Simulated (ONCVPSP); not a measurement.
An all-electron radial function and its pseudo partner (silicon (Si))

Columns: radius, all-electron u(r) and pseudo u(r) of the 3p shell (level -4.06 eV) of silicon in the configuration [Ne] 3s2 3p2; PBEsol, scalar-relativistic, ONCV scheme, ONCVPSP 4.0.1.

```tsv
r (bohr)	all-electron	pseudo
0.110	-0.1150	0.0047
0.220	-0.2291	0.0187
0.330	-0.2589	0.0414
0.440	-0.2220	0.0722
0.550	-0.1461	0.1099
0.660	-0.0519	0.1534
0.770	0.0472	0.2013
0.880	0.1435	0.2521
0.990	0.2326	0.3042
1.100	0.3124	0.3559
1.210	0.3821	0.4056
1.320	0.4420	0.4520
1.430	0.4922	0.4939
1.540	0.5331	0.5305
1.650	0.5652	0.5614
1.760	0.5894	0.5861
1.870	0.6064	0.6044
1.980	0.6172	0.6164
2.090	0.6225	0.6224
2.200	0.6231	0.6231
2.310	0.6197	0.6196
2.420	0.6128	0.6128
2.530	0.6032	0.6032
2.640	0.5912	0.5912
2.750	0.5773	0.5773
2.860	0.5620	0.5620
```

Task: How many radial nodes do the two functions have?

Result: The all-electron 3p function has n − l − 1 = 1; the pseudo-wave has 0, since the states of the same l below it are removed with the core.

Task: At about which radius was the pseudo-wave matched?

Result: 2.20 bohr. The columns agree to 0.0005 from 2.09 bohr on; several derivatives are matched, so the curves merge somewhat inside the radius.

Task: Is the pseudo-wave norm-conserving?

Result: Yes: the ONCV scheme keeps the norm inside the radius equal to the all-electron one, which fixes the energy derivative of the logarithmic derivative at the level.
